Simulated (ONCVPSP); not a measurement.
**Building the ONCV potential for Rb (Z = 37) (PBEsol, scalar-relativistic).**

Rb, optimised norm-conserving Vanderbilt (ONCV), made with ONCVPSP 4.0.1 (PBEsol, scalar-relativistic). Core [Ar] 3d10, reference 4s2 4p6 5p1. Waves: 4s: rc 1.95 bohr, ncon 4, nbas 9, qcut 6.2 1/bohr, 2 projectors, debl 0.6 Ha; 4p+5p: rc 3.30 bohr, ncon 3, nbas 7, qcut 5.3 1/bohr, 2 projectors; d scattering state at 0.09 Ha: rc 3.60 bohr, ncon 4, nbas 8, qcut 2.9 1/bohr, 2 projectors, debl 1 Ha. Local part: polynomial inside 1.65 bohr (lpopt 5, dvloc0 0 Ha). Core correction: Teter function, fcfact 2.75, rcfact 1.45.

In the s channel the program set the typed energies aside and used -1.226, 0.250 Ha.

All-electron outer shells of the reference configuration (PBEsol, scalar-relativistic, ld1.x):

| shell | level (eV) | outermost node (bohr) | outermost maximum (bohr) |
| --- | --- | --- | --- |
| 4s | -33.37 | 0.62 | 1.25 |
| 4p | -17.41 | 0.64 | 1.42 |
| 5p | -1.33 | 2.18 | 6.37 |

What the tests gave:

```
Cutoffs needed             : 13 Ha and 16 Ha (the cutoffs (Ha) at which the residual kinetic energy of the hardest occupied pseudo-wave falls to 1 and 0.1 mHa per electron)
Ghost test                 : ghosts flagged at negative energy: p at -3.7 eV; GHOST(+) flagged for s at 186.0 eV, d at 329.9 eV; a true bound ghost makes a file unfit for plane-wave use
Largest excitation error   : -1.6 meV (all-electron minus pseudo) for 4s2 4p6 4d0.5 5s0.5 5p0, out of 4 test configurations
rms error of d²Exc/dni dnj : 2.73 mHa without and 0.44 mHa with the model core
```

Generation and tests took about 6.6 s on one core of a shared server CPU.
